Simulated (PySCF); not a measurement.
Electron correlation in Tl (thallium, neutral)

[Xe] 4f14 5d10 6s1 6p2, high-spin 4P determinant (an excited configuration). All numbers are calculated (PySCF 2.14, scalar relativity through the core potential, in aug-cc-pVQZ-PP with ECP60MDF (7s7p5d3f2g, 92 functions)). Frozen: 5s2 5p6 5d10; 3 electrons correlated.

| level | correlation energy (mhartree) |
| --- | --- |
| CCSD | -9.91 |
| (T) | -0.08 |
| CCSD(T) | -9.99 |

Diagnostics: T1 = 0.0041, D1 = 0.0061, largest double amplitude 0.038.

Task: Is a single reference adequate?

Result: Yes, within this model without spin-orbit coupling: T1 lies below 0.03 and no double amplitude reaches 0.07.

Spin-orbit coupling is strong in this species, so the high-spin LS determinant is a model state.
